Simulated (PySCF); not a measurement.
Molecule: sum formula H3GeO4, charge 0, multiplicity 2. It need not be the lowest isomer of its formula. SMILES: [Ge]([OH])([O])([OH])[OH]
Coordinates optimised at B3LYP-D3(BJ)/def2-TZVP (Ansatz):
```
Ge
O 1 1.7583
H 2 0.9645 1 111.82
O 1 1.7609 2 106.43 3 -14.49
H 4 0.9636 1 113.25 2 162.66
O 1 1.7683 2 116.87 3 105.13
H 6 0.9642 1 113.20 2 69.74
O 1 1.7944 2 106.13 3 -139.78
```
Charge 0, spin multiplicity 2.

Dispersion corrections to the total energy (kcal/mol) from the dftd3 and dftd4 libraries through PySCF: D3(BJ) without and D4 with the three-body term, each with the damping fitted for the functional named.

```tsv
functional	D3(BJ)	D4
r2SCAN	-0.84	-0.86
PW6B95	?	-3.29
revPBE	?	-10.73
TPSS	-3.90	-4.89
LC-wPBE	-2.99	-4.05
PBE0	-2.69	-3.04
BP86	?	-4.84
```

Question: What belongs in the gaps?

Answer: 
- PW6B95, D3(BJ): -1.66
- revPBE, D3(BJ): -7.51
- BP86, D3(BJ): -5.12
